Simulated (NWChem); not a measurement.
Species: Si$_{2}$H$_{6}$O$_{3}$; SMILES O[SiH2]O[SiH2]O

```xyz
11

O     -1.5557     0.1073    -1.1238
Si    -1.5781     0.0369     0.5466
O     -0.0428    -0.3959     1.1083
Si     1.4620     0.0371     0.5284
O      1.3914     0.2116    -1.1571
H     -0.7068     0.4660    -1.4602
H     -1.9301     1.3578     1.1742
H     -2.5503    -1.0255     0.9457
H      2.4330    -1.0369     0.9157
H      1.8592     1.3887     1.0298
H      1.4385    -0.6291    -1.6478
```
Atoms are numbered in this order, from 1.

Level: PBE-D3(BJ)/def2-SVP (NWChem), optimised geometry, unscaled harmonic frequencies. 

| frequency (cm⁻¹) | IR intensity (km/mol) |
|---|---|
| 72 | 4.4 |
| 82 | 0.7 |
| 135 | 10.8 |
| 206 | 120.3 |
| 266 | 72.1 |
| 375 | 41.6 |
| 527 | 53.1 |
| 608 | 18.9 |
| 625 | 39.9 |
| 673 | 69.3 |
| 701 | 6.1 |
| 733 | 36.3 |
| 801 | 37.5 |
| 834 | 97.4 |
| 868 | 273.9 |
| 889 | 100.0 |
| 928 | 230.5 |
| 949 | 5.3 |
| 966 | 337.5 |
| 985 | 112.2 |
| 1003 | 335.5 |
| 2160 | 143.2 |
| 2193 | 118.2 |
| 2214 | 157.6 |
| 2219 | 104.3 |
| 3626 | 187.6 |
| 3746 | 79.3 |

- zero-point energy: 42.0 kcal/mol
- thermal correction to the enthalpy at 298.15 K (with zero-point energy): 47.4 kcal/mol
- heat capacity Cv: 27.0 cal/(mol K)
- entropy at 298.15 K and 1 atm (symmetry number 1): 86.3 cal/(mol K)
- dipole moment: 1.79 D

Rigid rotor and harmonic oscillator; modes under 100 cm⁻¹ make the entropy uncertain.
